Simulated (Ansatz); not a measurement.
Ansatz (an electronic-structure program) input (B3LYP/cc-pVDZ):

Ansatz 0.2 input:
```yaml
crystal:
  periodic: [false, false, false]
  atoms:
    - {symbol: C, position_ang: [-0.69264900, -1.45840400, 0.52090700]}
    - {symbol: C, position_ang: [0.17884600, -0.25153700, 0.14776800]}
    - {symbol: C, position_ang: [0.69344200, 0.42770200, 1.42888000]}
    - {symbol: C, position_ang: [1.36999900, -0.71126300, -0.70374500]}
    - {symbol: Si, position_ang: [-0.86032500, 1.02308400, -0.82485500]}
    - {symbol: H, position_ang: [-1.06401800, -1.97694600, -0.36530200]}
    - {symbol: H, position_ang: [-1.55436400, -1.16381600, 1.12389700]}
    - {symbol: H, position_ang: [-0.10919200, -2.17636400, 1.10668600]}
    - {symbol: H, position_ang: [1.29485900, -0.28233000, 2.00865100]}
    - {symbol: H, position_ang: [1.32490000, 1.28993700, 1.20568000]}
    - {symbol: H, position_ang: [-0.12591500, 0.76441600, 2.06706900]}
    - {symbol: H, position_ang: [2.00859600, 0.12677500, -0.99153100]}
    - {symbol: H, position_ang: [1.98634500, -1.41730900, -0.13749300]}
    - {symbol: H, position_ang: [1.04315500, -1.21367700, -1.61638900]}
    - {symbol: H, position_ang: [-0.03214300, 2.20459600, -1.19983500]}
    - {symbol: H, position_ang: [-2.02550000, 1.48255400, -0.01632400]}
basis:
  gaussian:
    orbitals: cc-pVDZ
hamiltonian:
  xc: {name: B3LYP}
magnetization: {spin_polarized: true, initial_magnetization: 1}
output: {forces: true}
```

Output:

```
Functional definition: B3LYP
integrals: 0.10 GiB planned
1179 factors; integrals over basis functions are off by at most 1.1e-3 eV
mean field: 1.14 GiB planned
mean field evaluation 1: about -12193.7047 eV, gradient 4.5e1 eV
mean field evaluation 2: about -12181.5207 eV, gradient 6.5e1 eV
mean field evaluation 4: about -12204.2409 eV, gradient 3.4e0 eV
mean field evaluation 8: about -12204.5339 eV, gradient 1.3e-1 eV
mean field evaluation 16: about -12204.5340 eV, gradient 9.9e-5 eV
mean field -12204.53400869 eV, -448.5083522890 hartree, gradient 3.2e-5 eV, S^2 0.751518; 0 other end points of the search recorded, 0 dependent functions left out
the calculation of the forces begins
reference -12204.53426765 eV, -448.5083618058 hartree; 25, 24 occupied and 104, 105 virtual orbitals, 1179 factors
Total energy: -12204.53426765 eV, -448.5083618058 hartree
Atom 0 at    -0.692649    -1.458404     0.520907 Å, force     0.134110     0.179368    -0.055035 eV/Å
Atom 1 at     0.178846    -0.251537     0.147768 Å, force     0.095038    -0.126522     0.082881 eV/Å
Atom 2 at     0.693442     0.427702     1.428880 Å, force    -0.081181    -0.101611    -0.198723 eV/Å
Atom 3 at     1.369999    -0.711263    -0.703745 Å, force    -0.178290     0.066209     0.130446 eV/Å
Atom 4 at    -0.860325     1.023084    -0.824855 Å, force    -0.143960     0.005625    -0.239036 eV/Å
Atom 5 at    -1.064018    -1.976946    -0.365302 Å, force    -0.131812    -0.184975    -0.282563 eV/Å
Atom 6 at    -1.554364    -1.163816     1.123897 Å, force    -0.289063     0.077359     0.200373 eV/Å
Atom 7 at    -0.109192    -2.176364     1.106686 Å, force     0.170376    -0.248425     0.192369 eV/Å
Atom 8 at     1.294859    -0.282330     2.008651 Å, force     0.198812    -0.215480     0.203393 eV/Å
Atom 9 at     1.324900     1.289937     1.205680 Å, force     0.213081     0.287617    -0.053318 eV/Å
Atom 10 at    -0.125915     0.764416     2.067069 Å, force    -0.257250     0.117252     0.225930 eV/Å
Atom 11 at     2.008596     0.126775    -0.991531 Å, force     0.223175     0.262904    -0.103757 eV/Å
Atom 12 at     1.986345    -1.417309    -0.137493 Å, force     0.215970    -0.231910     0.165298 eV/Å
Atom 13 at     1.043155    -1.213677    -1.616389 Å, force    -0.089959    -0.169815    -0.307412 eV/Å
Atom 14 at    -0.032143     2.204596    -1.199835 Å, force     0.126925     0.201495    -0.079249 eV/Å
Atom 15 at    -2.025500     1.482554    -0.016324 Å, force    -0.205973     0.080911     0.118402 eV/Å
Dipole moment:     0.102517    -0.132062     0.092098 e Å
```

The geometry given is a B3LYP-D3(BJ)/def2-TZVP minimum.
